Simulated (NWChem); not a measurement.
System: C3H4O2S; SMILES CS(C#C)(=O)=O

Parts of the log:

```
             Northwest Computational Chemistry Package (NWChem) 7.3.0
             --------------------------------------------------------

 CS  symmetry detected

                             Geometry "geometry" -> ""
                             -------------------------

 Output coordinates in angstroms (scale by  1.889725989 to convert to a.u.)

  No.       Tag          Charge          X              Y              Z
 ---- ---------------- ---------- -------------- -------------- --------------
    1 C                    6.0000     0.02183842     2.55714488     0.00000000
    2 C                    6.0000    -0.02588215     1.34964106     0.00000000
    3 S                   16.0000    -0.16986017    -0.38682722     0.00000000
    4 C                    6.0000     1.56008054    -0.88949376     0.00000000
    5 O                    8.0000    -0.77050568    -0.78340822    -1.27458000
    6 O                    8.0000    -0.77050568    -0.78340822     1.27458000
    7 H                    1.0000     0.06523217     3.62423485     0.00000000
    8 H                    1.0000     2.04370392    -0.51063215     0.90244400
    9 H                    1.0000     1.55699260    -1.98295662     0.00000000
   10 H                    1.0000     2.04370392    -0.51063215    -0.90244400

 Effective nuclear repulsion energy (a.u.)     303.9035130915

      Symmetry information
      --------------------

 Group name             Cs
 Group number              2
 Group order               2
 No. of unique centers     8

                                 NWChem DFT Module
                                 -----------------

 Summary of "ao basis" -> "ao basis" (spherical)
 ------------------------------------------------------------------------------
       Tag                 Description            Shells   Functions and Types
 ---------------- ------------------------------  ------  ---------------------
 C                          def2-svp                 6       14   3s2p1d
 S                          def2-svp                 8       18   4s3p1d
 O                          def2-svp                 6       14   3s2p1d
 H                          def2-svp                 3        5   2s1p

      Symmetry analysis of basis
      --------------------------

        a'         70
        a"         38

            General Information
            -------------------
          SCF calculation type: DFT
          Wavefunction type:  closed shell.
          No. of atoms     :    10
          No. of electrons :    54
           Alpha electrons :    27
            Beta electrons :    27
          Charge           :     0
          Spin multiplicity:     1
          Use of symmetry is: on ; symmetry adaption is: on
          Maximum number of iterations: 150
          AO basis - number of functions:   108
                     number of shells:    50
          Convergence on energy requested:  1.00D-06
          Convergence on density requested:  1.00D-05
          Convergence on gradient requested:  5.00D-04

              XC Information
              --------------
                         B3LYP Method XC Potential
                     Hartree-Fock (Exact) Exchange  0.200
                        Slater Exchange Functional  0.800 local
                    Becke 1988 Exchange Functional  0.720 non-local
              Lee-Yang-Parr Correlation Functional  0.810
                  VWN I RPA Correlation Functional  0.190 local

             Grid Information
             ----------------
          Grid used for XC integration:  medium
          Radial quadrature: Mura-Knowles
          Angular quadrature: Lebedev.
          Tag              B.-S. Rad. Rad. Pts. Rad. Cut. Ang. Pts.
          ---              ---------- --------- --------- ---------
          C                   0.70       49          12.0       434
          S                   1.00       88          11.0       590
          O                   0.60       49          12.0       434
          H                   0.35       45          13.0       434
          Grid pruning is: on
          Number of quadrature shells:   419
          Spatial weights used:  Erf1

      Superposition of Atomic Density Guess
      -------------------------------------

 Sum of atomic energies:        -661.60117381

      Non-variational initial energy
      ------------------------------

 Total energy =    -664.654457
 1-e energy   =   -1513.249836
 2-e energy   =     544.691865
 HOMO         =      -0.352836
 LUMO         =       0.022092

      Symmetry analysis of molecular orbitals - initial
      -------------------------------------------------

  Numbering of irreducible representations:

     1 a'          2 a"

  Orbital symmetries:

     1 a'          2 a"          3 a'          4 a'          5 a'
     6 a'          7 a'          8 a"          9 a'         10 a'
    11 a'         12 a"         13 a'         14 a'         15 a'
    16 a'         17 a'         18 a'         19 a"         20 a"
    21 a'         22 a"         23 a'         24 a"         25 a'
    26 a"         27 a'         28 a'         29 a"         30 a'
    31 a'         32 a'         33 a'         34 a"         35 a'
    36 a'         37 a"

     ---------------------------------------------
      Total Density - Mulliken Population Analysis
     ---------------------------------------------

    Atom       Charge   Shell Charges
 -----------   ------   -------------------------------------------------------
    1 C    6     6.41   1.99  0.99  0.67  1.91  0.82  0.03
    2 C    6     5.77   1.99  0.98  0.10  1.88  0.78  0.03
    3 S   16    14.31   2.00  1.99  0.98  0.27  5.93  1.31  1.40  0.43
    4 C    6     6.18   1.99  0.96  0.21  1.99  1.02  0.02
    5 O    8     8.91   1.99  1.13  0.73  3.06  1.99  0.01
    6 O    8     8.91   1.99  1.13  0.73  3.06  1.99  0.01
    7 H    1     0.88   0.63  0.22  0.03
    8 H    1     0.88   0.66  0.20  0.02
    9 H    1     0.88   0.66  0.20  0.03
   10 H    1     0.88   0.66  0.20  0.02

   convergence    iter        energy       DeltaE   RMS-Dens  Diis-err
 ---------------- ----- ----------------- --------- --------- ---------
 d= 0,ls=0.0,diis     1   -664.6420898495 -9.69D+02  3.13D-02  2.10D+00
 d= 0,ls=0.0,diis     2   -663.9460529238  6.96D-01  2.07D-02  9.55D+00
 d= 0,ls=0.0,diis     3   -664.8674555363 -9.21D-01  3.40D-03  1.30D-01
 d= 0,ls=0.0,diis     4   -664.8735534052 -6.10D-03  1.72D-03  6.97D-02
 d= 0,ls=0.0,diis     5   -664.8806717389 -7.12D-03  7.21D-04  1.26D-02
  Resetting Diis
 d= 0,ls=0.0,diis     6   -664.8822208472 -1.55D-03  1.13D-04  1.70D-04
 d= 0,ls=0.0,diis     7   -664.8822453783 -2.45D-05  4.39D-05  6.70D-06
 d= 0,ls=0.0,diis     8   -664.8822450922  2.86D-07  2.34D-05  8.93D-06
 d= 0,ls=0.0,diis     9   -664.8822462760 -1.18D-06  5.28D-06  5.65D-07
 d= 0,ls=0.0,diis    10   -664.8822463319 -5.59D-08  8.66D-07  1.25D-08

         Total DFT energy =     -664.882246331914
      One electron energy =    -1514.850353036069
           Coulomb energy =      606.704887254633
    Exchange-Corr. energy =      -60.640293641959
 Nuclear repulsion energy =      303.903513091481

 Numeric. integr. density =       53.999998708628

                  Occupations of the irreducible representations
                  ----------------------------------------------

                     irrep           alpha         beta
                     --------     --------     --------
                     a'               19.0         19.0
                     a"                8.0          8.0

                       DFT Final Molecular Orbital Analysis
                       ------------------------------------

 Vector   25  Occ=2.000000D+00  E=-3.177546D-01  Symmetry=a"
              MO Center= -5.1D-01, -4.2D-01,  3.9D-13, r^2= 3.1D+00
   Bfn.  Coefficient  Atom+Function         Bfn.  Coefficient  Atom+Function
  ----- ------------  ---------------      ----- ------------  ---------------
    64      0.310989   5 O  px               78     -0.310989   6 O  px
    67      0.229803   5 O  px               81     -0.229803   6 O  px
    65     -0.197772   5 O  py               79      0.197772   6 O  py
    66     -0.184482   5 O  pz               80     -0.184482   6 O  pz
     6     -0.161935   1 C  pz               20     -0.153683   2 C  pz

 Vector   26  Occ=2.000000D+00  E=-3.120215D-01  Symmetry=a'
              MO Center= -2.8D-01, -4.8D-01, -4.1D-13, r^2= 3.0D+00
   Bfn.  Coefficient  Atom+Function         Bfn.  Coefficient  Atom+Function
  ----- ------------  ---------------      ----- ------------  ---------------
    22      0.279839   2 C  py               64     -0.271550   5 O  px
    78     -0.271550   6 O  px               50     -0.256395   4 C  px
    65      0.253530   5 O  py               79      0.253530   6 O  py
     3     -0.218986   1 C  s                67     -0.201392   5 O  px
    81     -0.201392   6 O  px               49      0.194598   4 C  s

 Vector   27  Occ=2.000000D+00  E=-2.994202D-01  Symmetry=a"
              MO Center= -4.7D-01,  2.1D-01, -2.5D-14, r^2= 3.9D+00
   Bfn.  Coefficient  Atom+Function         Bfn.  Coefficient  Atom+Function
  ----- ------------  ---------------      ----- ------------  ---------------
     6      0.284933   1 C  pz               65      0.257070   5 O  py
    79     -0.257070   6 O  py               20      0.234505   2 C  pz
    66     -0.232110   5 O  pz               80     -0.232110   6 O  pz
    68      0.190391   5 O  py               82     -0.190391   6 O  py
     9      0.186877   1 C  pz               69     -0.171611   5 O  pz

[...]
```

Level: B3LYP/def2-SVP. Geometry: optimised at B3LYP/6-31G* (spherical d).

Q: Write an input that gives this output.

A: Several could match; the one computed here: the input that was run:
```
start job
memory heap 200 mb stack 900 mb global 1100 mb
geometry units angstroms noautoz
  C      0.018998     2.557764     0.000000
  C     -0.024536     1.350102     0.000000
  S     -0.162493    -0.386855     0.000000
  C      1.569180    -0.883521     0.000000
  O     -0.761760    -0.785516    -1.274580
  O     -0.761760    -0.785516     1.274580
  H      0.058692     3.624998     0.000000
  H      2.051487    -0.502985     0.902444
  H      1.569883    -1.976988     0.000000
  H      2.051487    -0.502985    -0.902444
end
basis spherical
  * library def2-svp
end
dft
  xc b3lyp
  iterations 150
  mulliken
end
task dft energy
```
